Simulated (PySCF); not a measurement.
Excitation energy of F²⁺ by level of theory

F²⁺ [He] 2s2 2p3 (4S) → F²⁺ [He] 2s2 2p2 3d1 (high-spin determinant), as a difference of total energies. All numbers are calculated (PySCF 2.14, no relativity, point nucleus, in aug-cc-pwCVDZ). Correlated levels: valence: 1s2 frozen; valence and next inner shell: nothing frozen. The calculations carry no spin-orbit coupling.

```tsv
method	excitation energy (eV)
UHF	55.762
LDA	54.591
PBE	54.106
PBE0	54.614
r2SCAN	55.098
revPBE	54.013
M06-L	54.764
MN15	54.548
PBEsol	54.223
MP2 (valence)	61.144
SCS-MP2 (valence)	62.076
MP2 (valence and next inner shell)	61.161
SCS-MP2 (valence and next inner shell)	62.083
```

**Question.** How much does correlation contribute at MP2 (valence and next inner shell)?

**Answer.** 61.161 − (55.762) = 5.399 eV, measured against UHF.

A first-order spin-orbit estimate (lowest level to lowest level, LS coupling) adds -0.033 eV.

The promoted electron is Rydberg-like, and one or two diffuse shells describe it only roughly, which tends to raise the upper state.

The determinant of the upper state mixes LS terms, which raises its energy above the lowest term, most at the Hartree-Fock and MP2 levels.
